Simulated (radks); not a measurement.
The numbers below are computed, except where a source is named.
Species: Br. Configuration: [Ar] 3d10 4s2 4p5. Code: a radial shooting solver on a logarithmic mesh with Libxc functionals. Model: scalar-relativistic Kohn-Sham, LDA (Slater exchange, Perdew-Wang correlation), spin-polarised, spherical densities, finite nucleus; open shells are filled with parallel spins first; Fermi nuclear charge, rms radius 4.1629 fm.

X-ray form factor f0, the Fourier transform of the density (f0(0) = 35):

| sin(theta)/lambda (1/angstrom) | f0 (electrons) |
|---|---|
| 0.05 | 34.290 |
| 0.1 | 32.454 |
| 0.15 | 30.109 |
| 0.2 | 27.769 |
| 0.25 | 25.672 |
| 0.3 | 23.855 |
| 0.4 | 20.833 |
| 0.5 | 18.250 |
| 0.6 | 15.910 |
| 0.8 | 11.996 |
| 1 | 9.281 |
| 1.25 | 7.297 |
| 1.5 | 6.217 |
| 2 | 4.914 |
